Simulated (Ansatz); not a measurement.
The same redistribution along the group Mg, Zn, Cd.

Program: Ansatz. Geometries: PBE0-D4/def2-TZVP. ΔE: electronic, gas phase. CCSD(T)/CBS is the MP2 limit (def2-TZVPP, def2-QZVPP) plus CCSD(T) − MP2 in def2-TZVPP, frozen cores. DFT in def2-TZVPP. Elements past krypton have def2 core potentials. For Cd, Mg, Zn outer-core shells are correlated without core-valence functions, which leaves a few kJ/mol of doubt a bond. Scalar relativity is left out up to krypton. Each species was taken in one conformer, which may not be the lowest.

```tsv
reaction	CCSD(T)/CBS(def2) (kcal/mol)
`[F][Mg][O][SiH3]` + `CO[SiH3]` → `C[O][Mg][F]` + disiloxane	5.1
`[F][Zn][O][SiH3]` + `CO[SiH3]` → `C[O][Zn][F]` + disiloxane	?
`[F][Cd][O][SiH3]` + `CO[SiH3]` → `C[O][Cd][F]` + disiloxane	2.8
```

Task: Fill in the missing values. (Best estimate.)

Result: Ansatz gave: `[F][Zn][O][SiH3]` + `CO[SiH3]` → `C[O][Zn][F]` + disiloxane: +3.3 kcal/mol.

Largest T1 diagnostic: 0.018, for `C[O][Cd][F]`.
